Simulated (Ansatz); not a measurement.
A single point on ClF₂HO₂W, SMILES `[O]=[W]([OH])([F])([F])[Cl]`.

```yaml
crystal:
  periodic: [false, false, false]
  atoms:
    - {symbol: O, position_ang: [-1.765597, -0.297297, 0.322262]}
    - {symbol: W, position_ang: [-0.249506, 0.041835, -0.303265]}
    - {symbol: O, position_ang: [0.965909, -0.919034, 0.734009]}
    - {symbol: F, position_ang: [0.069017, -1.207581, -1.634124]}
    - {symbol: F, position_ang: [-0.548927, 1.229905, -1.704821]}
    - {symbol: Cl, position_ang: [0.363609, 1.916505, 0.887622]}
    - {symbol: H, position_ang: [1.226795, -0.832432, 1.652616]}
basis:
  gaussian: {orbitals: def2-TZVPP}
hamiltonian: {xc: pbe}
correlation: {method: rpa}
```

```sh
$ ansatz run in.yaml --threads 4 --pin off --events-out ev --progress --plain --max-ram 10444MiB
```

It prints (some lines left out):

```
Functional definition: PBE
1545 factors; integrals over basis functions are off by at most 5.8e-4 eV
mean field evaluation 1: about -23872.5008 eV, gradient 1.1e2 eV
mean field evaluation 2: about -23872.4937 eV, gradient 1.1e2 eV
mean field evaluation 4: about -23879.1569 eV, gradient 8.6e1 eV
mean field evaluation 8: about -23891.6531 eV, gradient 5.2e0 eV
mean field evaluation 16: about -23891.6992 eV, gradient 6.4e-3 eV
mean field -23891.69915641 eV, -878.0037496229 hartree, gradient 1.5e-6 eV, S^2 0.000000; 1 other end points of the search recorded, 0 dependent functions left out
9 core orbitals not correlated: weight in the atoms' cores, before any rotation towards them, 1.000 or more for the frozen orbitals, at most 0.000 for the correlated occupied ones
reference -23819.28445807 eV, -875.3425585431 hartree; 24, 24 occupied and 203, 203 virtual orbitals, 1545 factors
Total energy: -23885.67721967 eV, -877.7824475292 hartree
```

Run time 8 s (4 threads of an Arm Neoverse V2 on a shared host); peak host memory 0.65 GiB.
